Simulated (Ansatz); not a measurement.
```yaml
crystal:
  periodic: [false, false, false]
  atoms:
    - {symbol: N, position_ang: [0.480078, 1.242727, 1.450166]}
    - {symbol: Si, position_ang: [0.642733, -0.275616, 0.296342]}
    - {symbol: O, position_ang: [0.179181, -1.901529, 1.052255]}
    - {symbol: Si, position_ang: [-0.984431, -0.063485, -1.745297]}
    - {symbol: H, position_ang: [1.368712, 1.745488, 1.923622]}
    - {symbol: H, position_ang: [-0.501401, 1.646155, 1.826795]}
    - {symbol: H, position_ang: [2.256120, -0.274302, -0.135027]}
    - {symbol: H, position_ang: [0.697971, -2.194494, 1.946138]}
    - {symbol: H, position_ang: [-0.497211, 1.191741, -2.729502]}
    - {symbol: H, position_ang: [-1.041037, -1.457509, -2.655882]}
    - {symbol: H, position_ang: [-2.527580, 0.276980, -1.206649]}
basis:
  gaussian: {orbitals: cc-pVDZ}
magnetization: {spin_polarized: true, initial_magnetization: 8}
hamiltonian: {xc: {name: B2PLYP}}
output: {forces: true}
```

```sh
$ ansatz run in.yaml --threads 4 --pin off --events-out ev --progress --plain --max-ram 10444MiB
```

Shortened log:

```
Functional definition: B2PLYP
941 factors; integrals over basis functions are off by at most 1.3e-3 eV
mean field evaluation 1: about -19364.4327 eV, gradient 1.6e1 eV
mean field evaluation 2: about -19364.5064 eV, gradient 1.6e1 eV
mean field evaluation 4: about -19366.7791 eV, gradient 3.3e0 eV
mean field evaluation 8: about -19367.2121 eV, gradient 8.0e-1 eV
mean field evaluation 16: about -19367.4190 eV, gradient 1.5e-1 eV
mean field evaluation 32: about -19367.4254 eV, gradient 2.8e-4 eV
mean field -19367.42541824 eV, -711.7397564080 hartree, gradient 2.0e-6 eV, S^2 20.028220; 6 other end points of the search recorded, 0 dependent functions left out
12 core orbitals not correlated: weight in the atoms' cores, before any rotation towards them, 1.000 or more for the frozen orbitals, at most 0.000 for the correlated occupied ones
reference -19367.42563477 eV, -711.7397643653 hartree; 17, 9 occupied and 70, 78 virtual orbitals, 941 factors
second order -16.97695584 eV of doubles, -0.00000000 eV of singles
Total energy: -19372.00941285 eV, -711.9082151027 hartree
Atom 0 at     0.480078     1.242727     1.450166 Å, force    -0.435349     2.740318     3.029411 eV/Å
Atom 1 at     0.642733    -0.275616     0.296342 Å, force     2.922296     0.299577    -1.849791 eV/Å
Atom 2 at     0.179181    -1.901529     1.052255 Å, force    -0.927449    -2.779283     1.022259 eV/Å
Atom 3 at    -0.984431    -0.063485    -1.745297 Å, force    -3.575029    -5.491785     2.717533 eV/Å
Atom 4 at     1.368712     1.745488     1.923622 Å, force    -0.984763    -0.360589    -0.431546 eV/Å
Atom 5 at    -0.501401     1.646155     1.826795 Å, force     1.431827    -0.382543    -0.777175 eV/Å
Atom 6 at     2.256120    -0.274302    -0.135027 Å, force    -0.282525     0.247433     0.430883 eV/Å
Atom 7 at     0.697971    -2.194494     1.946138 Å, force     0.167279     0.086832     0.235463 eV/Å
Atom 8 at    -0.497211     1.191741    -2.729502 Å, force     0.935339     4.048429    -3.384056 eV/Å
Atom 9 at    -1.041037    -1.457509    -2.655882 Å, force     0.005185     1.081642     0.146951 eV/Å
Atom 10 at    -2.527580     0.276980    -1.206649 Å, force     0.743188     0.509969    -1.139932 eV/Å
Dipole moment:     0.073933     0.451910     0.577826 e Å
```

What is wrong with this run?

The spin is set far too high for this molecule. The run converged. The result belongs to that input, not to the molecule as meant.
